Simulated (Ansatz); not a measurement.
```xyz
2

Cr    0.0000    0.0000    0.0000
Li    0.0000    0.0000    7.8000
```

Basis set: pcseg-2 (spherical functions). Some runs use density fitting. Charge 0, multiplicity 6.

Computed with Ansatz (development build ahead of 0.2.0); each method stands on the lowest determinant of its kind that the runs found.

Q: Give the atomization energy at this shape (free ground-state atoms in the same class of orbitals less the molecule, no zero-point energy) of sextet CrLi in separate pieces by PBE0 (unrestricted), PBE (unrestricted).

A:

| method | atomization energy |
| --- | --- |
| PBE0 (unrestricted) | 0.00 eV |
| PBE (unrestricted) | 0.00 eV |

Caution: charge can spread falsely over distant fragments; other spin multiplicities were not run; the shape is not the minimum; the unrestricted determinant is a mixture of spin states.
